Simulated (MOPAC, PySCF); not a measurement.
CH5NSi2, SMILES `[SiH2]1[SiH]=CN1`, neutral singlet in the gas phase. 

Z-matrix (Å, degrees):
```
N
H 1 1.0125
C 1 1.3361 2 122.64
H 3 1.0907 1 118.12 2 -11.59
Si 1 1.8094 2 136.51 3 -179.51
H 5 1.4824 1 106.23 2 76.29
H 5 1.4865 6 107.22 1 118.25
Si 3 1.8732 4 131.91 1 -169.32
H 8 1.5025 3 103.10 4 -67.01
```
Charge 0, multiplicity 1.

All levels are single points at this geometry (B3LYP-D3(BJ)/def2-TZVP); Pople sets use spherical d functions. Orbital energies aren't observables, and empty levels follow the basis.

PM7 in MOPAC gives gap (eV) = 7.50.

Problem. Estimate the gap (eV) from each of these levels: B3LYP-D3(BJ)/def2-TZVP in PySCF; B3LYP/3-21G in PySCF; B3LYP/6-311+G** in PySCF; B3LYP/LANL2DZ in PySCF; SVWN5/6-31G* in PySCF; HF/6-31G* in PySCF; HF/STO-3G in PySCF; PM3 in MOPAC.

Solution. 
| level | gap (eV) |
|---|---|
| B3LYP-D3(BJ)/def2-TZVP in PySCF | 3.68 |
| B3LYP/3-21G in PySCF | 3.83 |
| B3LYP/6-311+G** in PySCF | 3.67 |
| B3LYP/LANL2DZ in PySCF | 3.73 |
| SVWN5/6-31G* in PySCF | 2.44 |
| HF/6-31G* in PySCF | 9.53 |
| HF/STO-3G in PySCF | 10.52 |
| PM3 in MOPAC | 6.22 |
